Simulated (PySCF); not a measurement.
Tin: a sound run and one with changed settings

Sound run: Sn [Kr] 4d10 5s2 5p2, Sn⁺ [Kr] 4d10 5s2 5p1. Computed with PySCF 2.14 in x2c-SVPall, with scalar relativity by spin-free X2C-1e. In the sound run the correlated levels freeze [Kr] 4d10. The sound run starts from symmetry-adapted Hartree-Fock orbitals and uses a fine grid where one is needed.

Changed run: initial guess 1e, at most 50 SCF cycles, level shift 2.0 hartree.

```csv
species,method,sound run (hartree),changed run (hartree),converged
Sn,UHF,-6173.08780,-6173.08780,yes
Sn,M06-L,-6175.66465,-6175.66465,no
Sn,BP86,-6176.50146,-6176.50146,no
Sn,MP2,-6173.12129,-6173.09633,yes
Sn,CCSD(T),-6173.13576,-6173.13576,yes
Sn⁺,UHF,-6172.83566,-6172.83566,yes
Sn⁺,M06-L,-6175.40681,-6175.40681,yes
Sn⁺,BP86,-6176.22943,-6176.22943,yes
Sn⁺,MP2,-6172.86163,-6172.84228,yes
Sn⁺,CCSD(T),-6172.87503,-6172.87503,yes
```

Ionisation energy of Sn:

| method | sound run (eV) | changed run (eV) |
| --- | --- | --- |
| UHF | 6.861 | 6.861 |
| MP2 | 7.066 | 6.913 |
| SCS-MP2 | 7.012 | 6.898 |
| CCSD | 7.089 | 7.089 |
| CCSD(T) | 7.095 | 7.095 |

A level shift leaves the converged SCF energy unchanged but raises the virtual orbital energies, which shrinks MP2 if it is not removed.

For comparison, NIST gives 7.344 eV between the lowest levels.
